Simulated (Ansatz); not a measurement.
Geometry optimisation, RKS PBE-D4/6-31G in Ansatz.

input.yaml

```yaml
crystal:
  periodic: [false, false, false]
  atoms:
    - { symbol: "N", position_ang: [-0.8457, 2.157, -0.8335] }
    - { symbol: Si, position_ang: [-0.9433, 1.1436, 0.4827] }
    - { symbol: O, position_ang: [0.0051, -0.0993, 0.004] }
    - { symbol: Si, position_ang: [0.6659, -1.5335, 0.6152] }
    - { symbol: H, position_ang: [0.0751, 2.4503, -1.0536] }
    - { symbol: H, position_ang: [-1.1976, 1.7179, -1.6806] }
    - { symbol: H, position_ang: [-0.5356, -2.4273, 0.9145] }
    - { symbol: H, position_ang: [1.519, -2.1745, -0.3827] }
    - { symbol: H, position_ang: [1.3456, -1.2804, 1.9169] }
basis:
  gaussian: { orbitals: "6-31G" }
hamiltonian:
  xc: pbe
  dispersion: d4
relax:
  f_tol: 0.02
  max_steps: 50
output:
  orbitals: {}
```

Launched with:

```bash
$ ansatz run input.yaml --threads 1 --pin off --max-ram 2048MiB --backend cpu --events-out ev --progress --plain --runs-dir out
```

**Question.** Where does it end, and by what steps?

**Answer.** The run converged. The force dipped under the threshold on the way, but the program's further checks kept it going. Limits of this set-up: no polarisation functions. After 15 steps the energy has fallen by 1.630 eV; H6 moved furthest, 1.21 Å.

| step | energy less start (eV) | largest force component (eV/Å) | accepted |
| --- | --- | --- | --- |
| 0 | 0.0000 | 4.844 | yes |
| 1 | -0.6010 | 2.240 | yes |
| 2 | -0.8325 | 0.277 | yes |
| 3 | -0.9257 | 0.620 | yes |
| 4 | -1.0952 | 1.102 | yes |
| 5 | -1.3185 | 1.191 | yes |
| 6 | -1.5195 | 0.769 | yes |
| 7 | -1.5888 | 0.479 | yes |
| 8 | -1.6201 | 0.298 | yes |
| 9 | -1.6262 | 0.129 | yes |
| 10 | -1.6274 | 0.067 | yes |
| 11 | -1.6287 | 0.015 | yes |
| 12 | -1.6291 | 0.071 | yes |
| 13 | -1.6293 | 0.049 | yes |
| 14 | -1.6295 | 0.024 | yes |
| 15 | -1.6296 | 0.018 | yes |

```xyz
9
Properties=species:S:1:pos:R:3
N -0.776 2.083 -0.990
Si -1.512 0.665 -0.224
O 0.003 -0.166 0.071
Si 0.699 -1.596 0.745
H 0.236 2.168 -1.114
H -1.320 2.871 -1.340
H -0.365 -2.551 1.266
H 1.509 -2.304 -0.321
H 1.614 -1.215 1.890
```

The run took 69 s on 1 thread of Arm Neoverse N1, on a shared host, peak memory 0.13 GiB.
